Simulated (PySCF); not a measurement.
**Spin-rotation constants: `C12C=CP(=S)(C=C1)C=C2`, C$_{7}$H$_{7}$PS**

Geometry (Å), atoms numbered from 1 in this order:
```xyz
16

S    -2.3402    2.2218    1.2190
P    -1.0321    0.9796    0.5374
C    -0.6127   -0.5336    1.4654
C     0.2998   -1.2864    0.8726
C     0.8634   -0.8191   -0.4515
C     1.4667    0.5510   -0.2328
C     0.6862    1.5114    0.2355
C    -0.2965   -0.6594   -1.4097
C    -1.2766    0.1643   -1.0754
H    -1.0980   -0.7428    2.4051
H     0.6703   -2.2158    1.2753
H     1.6024   -1.5208   -0.8378
H     2.5110    0.6827   -0.4684
H     0.9799    2.5288    0.4379
H    -0.2718   -1.2270   -2.3264
H    -2.1595    0.3743   -1.6574
```

Method used: PySCF, GIAO PBE/pcSseg-1 magnetisability, rotational g tensor and spin-rotation constants, non-relativistic, gas phase. Geometry: GFN2-xTB.

(1) Give the nuclear spin-rotation constants along the inertial axes (H = +C I·J) beside the isotropic shieldings.

Results:

(1) Rotational constants 2.6038, 1.0132, 1.0131 GHz. A star marks the isotopologue with that one atom substituted, in its own axes.
| atom | isotope | Caa (kHz) | Cbb (kHz) | Ccc (kHz) | mean (kHz) | σ (ppm) |
| --- | --- | --- | --- | --- | --- | --- |
| P2 | 31P | 3.539 | 1.757 | 1.757 | 2.351 | 307.7 |
| H10 | 1H | -0.156 | -0.025 | -0.025 | -0.069 | 24.8 |
| H11 | 1H | -0.035 | -0.042 | -0.042 | -0.040 | 24.2 |
| H12 | 1H | 0.207 | -0.112 | -0.112 | -0.005 | 26.8 |
| H13 | 1H | -0.036 | -0.042 | -0.042 | -0.040 | 24.2 |
| H14 | 1H | -0.156 | -0.025 | -0.025 | -0.069 | 24.8 |
| H15 | 1H | -0.036 | -0.042 | -0.042 | -0.040 | 24.2 |
| H16 | 1H | -0.156 | -0.025 | -0.025 | -0.069 | 24.8 |
| S1 | 33S* | 0.429 | 0.087 | 0.087 | 0.201 | 811.1 |
| C3 | 13C* | 0.919 | 0.510 | 0.178 | 0.535 | 36.0 |
| C4 | 13C* | 1.032 | 0.524 | 0.149 | 0.568 | 28.8 |
| C5 | 13C* | 0.695 | 0.177 | 0.177 | 0.350 | 126.1 |

Where two moments of inertia are equal or nearly so, the constants along those axes are given as their average.
For the geometry as given, no vibrational averaging.
